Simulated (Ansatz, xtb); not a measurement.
C5H6N2S: which of two isomers lies lower

Structure X: `C=Cc1nccn1S`, a singlet. Structure Y: `C=Cc1cncn1S`, a singlet. Both are isolated molecules in the gas phase, relaxed with r2SCAN-D4/def2-SVP; the shapes shown needn't be the lowest conformers.

X (Å):

| atom | x (Å) | y (Å) | z (Å) |
| --- | --- | --- | --- |
| C | -0.6293 | 2.0215 | 1.4017 |
| C | 0.3135 | 1.1444 | 1.0169 |
| C | 0.7098 | 0.9653 | -0.3666 |
| C | 0.8834 | 1.1144 | -2.5127 |
| C | 1.8206 | 0.1766 | -2.1427 |
| N | 0.2132 | 1.5892 | -1.4206 |
| N | 1.7120 | 0.0844 | -0.7645 |
| S | 2.6250 | -0.9918 | 0.2162 |
| H | -0.9054 | 2.1265 | 2.4535 |
| H | -1.1386 | 2.6455 | 0.6613 |
| H | 0.8266 | 0.5156 | 1.7521 |
| H | 0.6582 | 1.4695 | -3.5190 |
| H | 2.5378 | -0.4282 | -2.6928 |
| H | 3.6329 | -0.1323 | 0.5185 |

Y (Å):

```xyz
14

C    -0.7053    1.0849    1.5096
C     0.5020    0.8694    0.9554
C     0.7706    0.7686   -0.4622
C    -0.0369    0.7887   -1.5910
C     1.9459    0.5543   -2.3549
N     0.6964    0.6551   -2.7383
N     2.0632    0.6192   -0.9855
S     3.5337    0.4609   -0.1150
H    -0.8197    1.1361    2.5949
H    -1.6079    1.2134    0.9041
H     1.3756    0.7516    1.6081
H    -1.1226    0.8889   -1.6196
H     2.8234    0.4307   -2.9913
H     3.7941    1.7873    0.0232
```

Question: Estimate E(Y) − E(X) at the level CCSD(T)/def2-SVP + ΔMP2/def2-TZVPP.

Answer: CCSD(T)/def2-SVP + ΔMP2/def2-TZVPP gives E(Y) − E(X) = +1.34 kcal/mol, slightly favouring structure X, which is too small a margin to settle the true order.

How the difference moves with the method:

```tsv
level	geometry	E(Y) − E(X) (kcal/mol)	departure from the last row (kcal/mol)	job, with rough time for the two
GFN2-xTB	GFN2-xTB	+0.45	−0.89	optimisation, 0.18 s
HF/STO-3G	GFN2-xTB	+0.68	−0.66	single point, 0.68 s
r2SCAN-D4/def2-SVP//GFN2-xTB	GFN2-xTB	+1.81	+0.47	single point, 4.3 s
r2SCAN-D4/def2-SVP	r2SCAN-D4/def2-SVP	+1.65	+0.31	optimisation, 41 s
HF/def2-SVP	r2SCAN-D4/def2-SVP	+1.72	+0.38	part of the CCSD(T) run
MP2/def2-SVP	r2SCAN-D4/def2-SVP	+1.29	−0.05	part of the CCSD(T) run
CCSD(T)/def2-SVP	r2SCAN-D4/def2-SVP	+1.30	−0.04	single point
CCSD(T)/def2-SVP + ΔMP2/def2-TZVPP	r2SCAN-D4/def2-SVP	+1.34		single point, 1.9 min
```

As drawn, both hold the same kinds of bond in the same numbers.

GFN2-xTB finds them nearly level. The largest departure from CCSD(T)/def2-SVP + ΔMP2/def2-TZVPP is that of GFN2-xTB, 0.89 kcal/mol. The last row adds to CCSD(T) the change of the MP2 difference between the two basis sets, here +0.04 kcal/mol.

With thermal terms from frequencies at re-optimised GFN2-xTB minima (ideal gas, soft modes damped towards free rotors, one conformer each, 298.15 K, 1 atm): the zero-point term adds +0.10 kcal/mol; ΔH is +1.44 and ΔG +1.40 kcal/mol.

The correlated steps freeze 12 core orbitals. Codes used: Ansatz 0.2.0, xtb 6.7.1; the last row on 2 threads of Intel(R) Xeon(R) Platinum 8488C (Sapphire Rapids) on a shared host.
